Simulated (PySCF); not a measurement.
H3Al (SMILES [AlH3]), singlet, at a GFN2-xTB geometry (such geometries of metal compounds can be far from the true shape).

Here is a job for PySCF.
```python
from pyscf import gto, scf, mp

mol = gto.Mole()
mol.atom = '''
    Al   -0.00000000   -0.00000000   -0.00000000
    H     0.64279377   -0.45514932    1.33855567
    H    -0.27575805    1.50677855   -0.25622634
    H    -0.36703572   -1.05162922   -1.08232933
'''
mol.basis = 'aug-cc-pvtz'
mol.verbose = 4
mol.build()

mf = scf.RHF(mol)
mf.kernel()

pt = mp.MP2(mf, frozen=5)
pt.kernel()
print('E(MP2) = %.10f' % pt.e_tot)
mf.analyze()
```

### Question
What does this run give for the SCF-reference dipole moment, total energy, SCF-reference HOMO-LUMO gap, MP2 correlation energy, SCF-reference HOMO energy, number of basis functions?

### Answer

```json
{
 "SCF-reference dipole moment": "0.00 D",
 "total_energy": "-243.739734 Ha",
 "SCF-reference HOMO-LUMO gap": "12.22 eV",
 "MP2 correlation energy": "-0.0959 Eh",
 "SCF-reference HOMO energy": "-11.82 eV",
 "number_of_basis_functions": "119"
}
```
